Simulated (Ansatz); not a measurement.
## Ansatz (development build ahead of 0.2.0) run

```yaml
crystal:
  periodic: [false, false, false]
  atoms:
    - { symbol: C, position_ang: [0.99809, 0.04936, -0.00643] }
    - { symbol: C, position_ang: [0.2929, 1.22184, -0.02836] }
    - { symbol: C, position_ang: [-1.1273, 1.16789, -0.02624] }
    - { symbol: C, position_ang: [-1.8118, -0.03861, 0.01778] }
    - { symbol: C, position_ang: [-1.13243, -1.22755, -0.04683] }
    - { symbol: C, position_ang: [0.27466, -1.25728, -0.01642] }
    - { symbol: C, position_ang: [2.3596, -0.02654, 0.00643] }
    - { symbol: H, position_ang: [0.75734, 2.19054, 0.01745] }
    - { symbol: H, position_ang: [-1.69148, 2.12199, -0.0331] }
    - { symbol: H, position_ang: [-2.89746, 0.03701, -0.00593] }
    - { symbol: H, position_ang: [-1.69454, -2.20048, -0.01941] }
    - { symbol: H, position_ang: [0.76843, -2.15715, 0.04103] }
    - { symbol: H, position_ang: [2.95244, -0.89563, -0.0268] }
    - { symbol: H, position_ang: [2.95059, 0.91304, -0.04235] }
basis:
  gaussian: { orbitals: cc-pVDZ }
magnetization:
  spin_polarized: true
  initial_magnetization: 1
hamiltonian:
  xc: hf
```

The input is written out in the form of the current development build from the run's settings.

The run gave:

```
Converged                       : yes
Total energy                    : -269.14290 hartree
Spin squared of the determinant : 1.382
```

Caution: the unrestricted determinant is spin contaminated.
